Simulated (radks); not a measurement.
Results of a calculation; reference values are marked as such.
Q: Re, configuration [Xe] 4f14 5d5 6s2. Level of theory: Dirac Kohn-Sham, PBE, spin-unpolarised, spherical densities, point nucleus; open shells fill j = l - 1/2 first (a radial shooting solver on a logarithmic mesh with Libxc functionals). Some entries of the table are withheld. Estimate them.

orbital,occ.,eigenvalue (eV),<r^2> (bohr^2),<r> (bohr)
1s1/2,2,-71562.67,0.0004477,0.01803
2s1/2,2,-12398.11,0.006816,0.07557
2p1/2,2,(1),0.004859,0.06246
2p3/2,4,(2),0.006057,0.07054
3s1/2,2,-2869.782,0.04446,0.1969
3p1/2,2,-2630.659,(3),0.1870
3p3/2,4,-2317.966,(4),0.2019
3d3/2,4,(5),0.03659,0.1765
3d5/2,6,(6),0.03839,0.1811
4s1/2,2,-598.4736,0.2192,0.4404
4p1/2,2,-498.7624,0.2256,0.4450
4p3/2,4,-425.8170,0.2605,0.4784
4d3/2,4,-262.3140,(7),0.4934
4d5/2,6,-248.8388,(8),0.5048
5s1/2,2,-84.6214,1.209,1.037
5p1/2,2,(9),1.469,1.138
5p3/2,4,(10),1.749,1.242
4f5/2,6,-43.1018,(11),0.5763
4f7/2,8,-40.5910,(12),0.5852
6s1/2,2,-5.8641,10.92,3.088
5d3/2,4,-5.6734,4.376,1.896
5d5/2,1,-4.8057,4.849,1.990

A: 
(1) 2p1/2 eigenvalue (eV): -11861.57
(2) 2p3/2 eigenvalue (eV): -10421.71
(3) 3p1/2 <r^2> (bohr^2): 0.04075
(4) 3p3/2 <r^2> (bohr^2): 0.04731
(5) 3d3/2 eigenvalue (eV): -1917.091
(6) 3d5/2 eigenvalue (eV): -1849.229
(7) 4d3/2 <r^2> (bohr^2): 0.2822
(8) 4d5/2 <r^2> (bohr^2): 0.2952
(9) 5p1/2 eigenvalue (eV): -54.5372
(10) 5p3/2 eigenvalue (eV): -43.5869
(11) 4f5/2 <r^2> (bohr^2): 0.4132
(12) 4f7/2 <r^2> (bohr^2): 0.4265
